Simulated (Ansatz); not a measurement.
Computed with Ansatz on PBE0-D4/def2-TZVP structures; ΔE is electronic, products minus reactants. CCSD(T)/CBS is the MP2 limit (def2-TZVPP, def2-QZVPP) plus CCSD(T) − MP2 in def2-TZVPP, frozen cores. This one scheme is used for every species. For Se outer-core shells are correlated without core-valence functions, which leaves a few kJ/mol of doubt a bond. Scalar relativity is left out up to krypton. Each species was taken in one conformer, which may not be the lowest.

`OC(=S)[SeH]` + `N=C[SiH3]` → `N=C([SiH3])[SeH]` + `OC=S`  (formal exchange of groups at the Se–C bond)

| species | CCSD/CBS(def2) energy (Eh) |
| --- | --- |
| `OC(=S)[SeH]` | -2912.84778 |
| `N=C[SiH3]` | -384.77613 |
| `N=C([SiH3])[SeH]` | -2785.47300 |
| `OC=S` | -512.14793 |

(1) Work out ΔE.

Largest T1 diagnostic among the species: 0.018.

## Answers

(1) ΔE = (-2785.47300) + (-512.14793) − (-2912.84778) − (-384.77613) = 0.00298 Eh = +1.9 kcal/mol. CCSD(T)/CBS gives +1.7 kcal/mol.

In def2-TZVPP, CCSD(T) changes the Hartree–Fock value by −1.4 kcal/mol (the triples alone add −0.2 kcal/mol) and MP2 by −1.0 kcal/mol.
